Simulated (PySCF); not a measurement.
```xyz
4
charge 0 multiplicity 5, angstrom
Co   -0.0605    0.0000    0.3285
S     0.1088    0.0000   -1.7371
O     0.0454    0.0000    2.0899
H    -0.6582    0.0000    2.7496
```

All numbers come from PySCF, UB3LYP, basis Co def2-SVP, S def2-SVP, O def2-SVP, H def2-SVP (no relativity, density fitting).

This geometry of CoS(OH) is a stationary point at this level.

Problem. What is the point group?

Solution. Cs.

Problem. Is it a minimum?

Solution. Yes: all harmonic wavenumbers are real.

Problem. Give the atomic charges and bond orders.

Solution. 
| atom | Mulliken | Löwdin | polar tensor | spin (Mulliken) | Mayer order to Co1 |
| --- | --- | --- | --- | --- | --- |
| Co1 | 0.61 | 0.40 | 0.94 | 2.81 | – |
| S2 | -0.26 | -0.15 | -0.33 | 1.01 | 1.72 |
| O3 | -0.53 | -0.32 | -0.92 | 0.18 | 1.00 |
| H4 | 0.18 | 0.07 | 0.31 | 0.00 | 0.02 |
Other Mayer orders above 0.3: O–H 0.96.

Problem. What is the atomisation energy, with and without zero-point energy?

Solution. 1083 kJ/mol without, 1049 kJ/mol with.

This need not be the most stable arrangement of these atoms. Other spin states or occupations of the open shell can lie lower.
